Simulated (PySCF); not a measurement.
Compound: BGe2H8N.
Atom-mapped SMILES: `[BH2:1][N:2]([GeH3:3])[GeH3:4]` (hydrogens: H5, H6 on B1; H7, H8, H9 on Ge3; H10, H11, H12 on Ge4)

Level: PBE0/def2-SVPD in PySCF, non-relativistic, on one gas-phase PBE0-D3(BJ)/def2-SVP geometry that isn't relaxed in the solvent. The solvent is an IEF-PCM continuum (Bondi radii, 1.10 Å for H, scaled by 1.2), and excitations are vertical TDDFT with non-equilibrium linear response and a frozen core. Only the electrostatic response of the medium enters. Spin–orbit coupling is left out although an atom past zinc is present.

Gas-phase singlets (H = HOMO, L = LUMO):

```csv
state,E (eV),λ (nm),f,leading configurations
S1,6.317,196,0.000,H-1→L 98%
S2,6.646,187,0.002,H→L+1 98%
S3,6.828,182,0.107,H→L 96%
S4,7.128,174,0.043,H-1→L+1 98%
S5,7.175,173,0.048,H→L+2 99%
```

**Question.** How does the list change in dichloromethane (ε = 8.93)?

**Answer.** 
```
state  E (eV)  λ (nm)      f  leading configurations  change by rank (eV)
   S1   6.303     197  0.000               H-1→L 98%               -0.014
   S2   6.681     186  0.153                 H→L 97%               +0.035
   S3   6.700     185  0.002               H→L+1 98%               -0.128
   S4   7.206     172  0.070               H→L+2 98%               +0.078
   S5   7.279     170  0.061             H-1→L+1 98%               +0.104
```

**Question.** Give the list for dimethylsulfoxide (ε = 46.83), n² = 2.19.

**Answer.** 
```csv
state,E (eV),λ (nm),f,leading configurations,change by rank (eV)
S1,6.303,197,0.000,H-1→L 98%,-0.014
S2,6.660,186,0.158,H→L 97%,+0.014
S3,6.710,185,0.002,H→L+1 98%,-0.118
S4,7.213,172,0.073,H→L+2 98%,+0.085
S5,7.306,170,0.062,H-1→L+1 98%,+0.131
```

**Question.** How do the frontier levels move from gas to dimethylsulfoxide?

**Answer.** 
| orbital | gas (eV) | solvent (eV) | change (eV) |
| --- | --- | --- | --- |
| LUMO+2 | 0.11 | 0.28 | +0.17 |
| LUMO+1 | -0.10 | 0.08 | +0.18 |
| LUMO | -0.29 | -0.31 | -0.02 |
| HOMO | -8.12 | -8.01 | +0.11 |
| HOMO-1 | -8.35 | -8.38 | -0.03 |
| HOMO-2 | -9.47 | -9.29 | +0.18 |
| HOMO-3 | -9.75 | -9.58 | +0.17 |

The HOMO–LUMO gap goes from 7.83 to 7.70 eV.
